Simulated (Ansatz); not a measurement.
Consider the redistribution: `O[SiH2]C(F)[TeH]` + `[NH]=[Ta]([NH2])([NH2])[NH2]` → `N[SiH2]C(F)[TeH]` + `[NH]=[Ta]([NH2])([NH2])[OH]`.

Program: Ansatz. Geometries: PBE0-D4/def2-TZVP. ΔE: electronic, gas phase. CBS: MP2 limit from def2 TZ/QZ plus the TZ coupled-cluster correction, frozen cores. Functionals use def2-TZVPP. B3LYP here is the variant with VWN-RPA as its local correlation; programs differ in this. def2 core potentials past Kr. For Ta, Te outer-core shells are correlated without core-valence functions, which leaves a few kJ/mol of doubt a bond. Each species was taken in one conformer, which may not be the lowest.

`O[SiH2]C(F)[TeH]`:

Cartesian coordinates in Å:
```
O -1.356 -0.007 1.503
Si -1.013 -0.696 0.053
C 0.346 0.309 -0.803
F 0.536 -0.085 -2.114
Te 2.147 0.078 0.366
H -0.613 0.103 2.102
H -2.264 -0.664 -0.738
H -0.503 -2.089 0.178
H 0.133 1.381 -0.787
H 2.587 1.672 0.240
```

`[NH]=[Ta]([NH2])([NH2])[NH2]`:

```xyz
12

N     0.210   -1.376   -1.374
Ta    0.020   -0.129   -0.129
N    -1.630    0.928   -0.522
N     1.623    1.064   -0.159
N    -0.142   -1.018    1.653
H     0.317   -2.083   -2.080
H    -1.763    1.891   -0.247
H    -2.351    0.660   -1.173
H     1.963    1.574    0.643
H     2.310    1.096   -0.896
H    -0.633   -0.622    2.442
H     0.075   -1.985    1.841
```

`N[SiH2]C(F)[TeH]`:

Z-matrix (Å, degrees):
```
Si
C 1 1.900
N 1 1.707 2 112.7
H 1 1.486 2 108.6 3 -118.5
H 1 1.485 2 105.7 3 122.5
Te 2 2.151 1 110.2 3 -62.5
F 2 1.384 1 111.5 3 172.8
H 2 1.096 1 111.6 3 51.6
H 3 1.006 1 121.9 2 58.5
H 3 1.005 1 121.1 2 -95.5
H 6 1.660 2 93.1 1 -45.2
```

`[NH]=[Ta]([NH2])([NH2])[OH]`:

```xyz
11

N    -0.260    1.735   -0.580
Ta   -0.216    0.081    0.048
N     1.246    0.046    1.402
N     0.168   -1.092   -1.517
O    -1.842   -0.515    0.881
H    -0.385    2.679   -0.902
H     1.867    0.812    1.608
H     1.505   -0.764    1.947
H     0.241   -2.098   -1.476
H     0.369   -0.769   -2.450
H    -2.694   -0.113    1.039
```

| level | ΔE (kJ/mol) |
| --- | --- |
| B3LYP-D4 | -23.9 |
| B2PLYP | -22.9 |
| B3LYP | -23.2 |
| HF/def2-TZVPP | -23.4 |
| CCSD(T)/def2-TZVPP | -20.6 |
| MP2/def2-QZVPP | -21.2 |
| SCS-MP2/def2-QZVPP | -21.0 |
| HF/CBS(def2) | -22.6 |

What does CCSD(T)/CBS give? (Estimate.)

Computed: -20.8 kJ/mol. The listed levels differ from it by -3.1, -2.1, -2.4, -2.6, 0.2, -0.4, -0.2, -1.8 kJ/mol.

Largest T1 diagnostic among the species: 0.018.
